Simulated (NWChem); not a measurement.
System: CdGeNH5; SMILES [NH2][Cd][GeH3]

The following NWChem deck was run.

```
start job
memory heap 200 mb stack 900 mb global 1100 mb
geometry units angstroms noautosym nocenter noautoz
  Cd     0.529248     0.642952     0.002638
  N      0.906126     2.624987     0.001317
  H      0.608885     3.152484     0.819761
  H      0.607622     3.151674    -0.817189
  Ge     0.236138    -1.860367     0.004456
  H      0.876628    -2.522795    -1.235421
  H      0.879227    -2.521278     1.243783
  H     -1.253982    -2.266685     0.006279
end
basis spherical
  * library def2-svpd
end
ecp
  Cd library def2-ecp
end
dft
  xc xpbe96 cpbe96
  iterations 150
end
property
  response 1 0.0
end
task dft property
```

Structure relaxed at the PBE0/def2-SVP level. No frequency run checked for a minimum. def2 effective core potentials on Cd; no spin-orbit coupling.

Static field.

Task: What results follow from this input? (PBE/def2-SVPD with def2 effective core potentials on Cd.) Quantities: isotropic polarisability (bohr³); anisotropy (bohr³).

Result: 
```yaml
isotropic polarisability (bohr³): 84.1
anisotropy (bohr³): 54.7
```
